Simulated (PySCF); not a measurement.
Compound: SiH2Me(OAc), C3H8O2Si.
Bonds: Si1–C4, Si1–O8, O8–C9, C9–C10, C9–O11. Hydrogens: H2, H3 on Si1; H5, H6, H7 on C4; H12, H13, H14 on C10.

The closed-shell ground state was solved at several levels (PySCF, density fitting, gas phase, non-relativistic). The structure is a single PBE0-D3(BJ)/def2-SVP conformer in the gas phase; no vibrational or solvent corrections.

```csv
level,basis functions,HOMO (eV),LUMO (eV),gap (eV),dipole (D)
wB97X-D/def2-SVPD,194,-10.06,1.92,11.98,2.49
PBE0/pcSseg-1,149,-8.05,0.20,8.25,2.38
```

Q: Estimate the row for wB97X-D/pcSseg-1, a basis of 149 functions; the other rows only guide the guess.

A: HOMO -10.00 eV, LUMO 2.07 eV, gap 12.07 eV, dipole 2.39 D.

Q: Over all these levels, which gives the widest orbital gap and which the narrowest?

A: wB97X-D/pcSseg-1 (range-separated hybrid) has the widest, 12.07 eV, and PBE0/pcSseg-1 (global hybrid, 25 % exact exchange) the narrowest, 8.25 eV. The two share the basis. From the narrowest to the widest the HOMO moves by -1.95 eV and the LUMO by +1.87 eV.

Q: How far do the dipole and the HOMO energy spread over the levels?

A: The dipole runs from 2.38 to 2.49 D (mean 2.42 D) and the HOMO from -10.06 to -8.05 eV.
